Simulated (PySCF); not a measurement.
TeHI, SMILES I[TeH].

Geometry optimised at PBE0-D3(BJ)/def2-TZVP. The def2 effective core potentials stand for the cores of I, Te; spin–orbit coupling is left out.

The numbers are results of PBE0-D3(BJ)/def2-TZVP (PySCF), not measurements.

Frequencies are harmonic and unscaled.

**Question.** List the normal modes with their intensities. (An estimate is asked for; the answer gives what the named calculation found.)

**Answer.** 
```
mode  ν (cm⁻¹)  IR (km/mol)  moving atoms (share of kinetic energy)
----  --------  -----------  --------------------------------------
1          213          2.8                         I 50 %, Te 50 %
2          607          8.6                                  H 99 %
3         2146         27.3                                  H 99 %
```
